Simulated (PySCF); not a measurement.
Spectroscopy problems

Rapidly exchanging positions averaged, no relativistic terms, no solvent model, one computed conformer. Geometry from GFN2-xTB; B3LYP/pcJ-1 coupling constants (spin–dipole term left out of most H,H and C,H couplings); GIAO PBE0/pcSseg-1 shieldings; PySCF 2.14.

Referencing at the same level of theory: ¹H (σ = 31.72 ppm) and ¹³C (σ = 186.93 ppm) vs TMS. Multiplet labels drop J under 1 Hz and among equivalent protons, and merge close values. Unscaled 3J(H,H) run several per cent high. Where no couplings were computed, multiplicities follow the n + 1 count of equivalent neighbours, and m marks all less simple cases (inequivalent or close neighbours, rings, F or P nearby). Vicinal couplings that depend on rotamer populations or ring flexing (ring, CH–CH, X–H and H–F types) are those of the one conformer. Shifts are as computed. Against solution values, carbons near 30 ppm lie about +3 ppm off and those near 130 ppm about +5 ppm. Of 1211 compounds with measured shifts, 218 miss one by over three times the rms of a fit or turn the order of signals round; such compounds aren't used in these exercises. OH and NH positions are gas-phase values without hydrogen bonding to other molecules.

(1) C8H7N. ¹H NMR (500 MHz, computed): δ 7.75 (m, 2H), 7.68 (m, 1H), 7.62 (m, 2H), 3.44 (s, 2H). ¹³C{¹H} NMR (computed): δ 138.2 (C), 135.3 (CH), 134.8 (CH), 133.9 (CH), 122.4 (C), 25.5 (CH2). What is it?

(2) C3H15NSi3. ¹H NMR (600 MHz, computed): δ 3.36 (s, 6H), 1.21 (m, 6H), 1.14 (m, 1H), -0.28 (br s, 2H). ¹³C{¹H} NMR (computed): δ 23.8 (CH), 21.5 (CH3). Identify the compound.

(3) C5H9N. ¹H NMR (400 MHz, computed): δ 10.74 (d, J = 2.1 Hz, 1H), 1.28 (d, J = 6.9 Hz, 3H), 1.08 (dd, J = 8.1, 2.1 Hz, 1H), 1.00 (d, J = 7.2 Hz, 3H), 0.44 (d of sept, J = 8.1, 7.0 Hz, 1H). ¹³C{¹H} NMR (computed): δ 182.2 (CH), 40.0 (CH), 34.5 (CH), 22.3 (CH3), 22.0 (CH3). Give a structure.

## Answers

(1) `InChI=1S/C8H7N/c9-7-6-8-4-2-1-3-5-8/h1-5H,6H2`. The formula gives 6 degrees of unsaturation (1 ring in the answer). 6 carbon signals for 8 carbons: some carbons are equivalent by symmetry or fast rotation. Carbon types of the structure: 2 × C, 5 × CH, 1 × CH2, which accounts for all hydrogens. δC 138.2: substituted aromatic carbon. δC 135.3, 134.8, 133.9: aromatic CH; the aromatic region. δC 122.4: nitrile carbon; typical of a nitrile. δC 25.5: sp3 CH2 on an aromatic ring; saturated and bonded to C and H only.

The data come from this structure; uniqueness wasn't tested.

(2) SMILES [SiH3][Si](C(C)C)(N)[SiH3]. The formula gives 0 degrees of unsaturation. 2 carbon signals for 3 carbons: some carbons are equivalent by symmetry or fast rotation. Carbon types of the structure: 1 × CH, 2 × CH3, leaving 8 H on heteroatoms. δC 21.5: methyl carbon; aliphatic region, no heteroatom directly attached. δH 1.21: hydrogen on a methyl carbon. δH 1.14: hydrogen on an sp3 CH bonded to Si. δH -0.28: hydrogen on a nitrogen bonded to Si; exchangeable, gas-phase position.

The shifts were computed for this structure.

(3) SMILES CC(C)[C@H]1C=N1. Rings plus π bonds: 2 (1 ring in the answer). 5 carbon signals for 5 carbons: no two carbons are equivalent. Carbon types of the structure: 3 × CH, 2 × CH3, which accounts for all hydrogens. δC 182.2: C=N carbon. δH 10.74: hydrogen on a C=N carbon. δH 1.28, 1.00: hydrogen on a methyl carbon; far from electronegative atoms and π systems. δH 1.08: hydrogen on a three-membered-ring carbon; cyclopropane-type protons are shielded by the ring. The protons at 0.44 and 1.00 share a coupling of 7.2 Hz (vicinal). The protons at 1.28 and 0.44 share a coupling of 6.9 Hz (vicinal).

This is the structure that produced the data.
